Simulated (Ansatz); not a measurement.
Z-matrix (Å, degrees):
```
S
B 1 1.7561
H 2 1.1854 1 116.37
H 2 1.1874 3 122.96 1 179.91
C 1 1.8154 2 104.20 3 -179.96
H 5 1.0863 1 110.09 2 -59.20
H 5 1.0864 6 110.03 1 -121.49
H 5 1.0872 6 109.43 7 -120.23
```
Charge +1, spin multiplicity 2.

These are frozen-core CCSD(T)/cc-pVTZ // M06-2X/def2-TZVP (Ansatz, an electronic-structure program) values and carry that method's errors. The geometry is that of the parent before the electron was removed.

```yaml
HF energy: -462.71903 Ha
MP2 correlation energy: -0.41260 Ha
```

Problem. Estimate the CCSD correlation energy, the (T) correction, the total energy and the T1 diagnostic.

Solution. 
* **CCSD correlation energy**: -0.46135 Ha
* **(T) correction**: -0.01751 Ha
* **CCSD(T) total energy**: -463.19790 Ha
* **T1 diagnostic**: 0.016
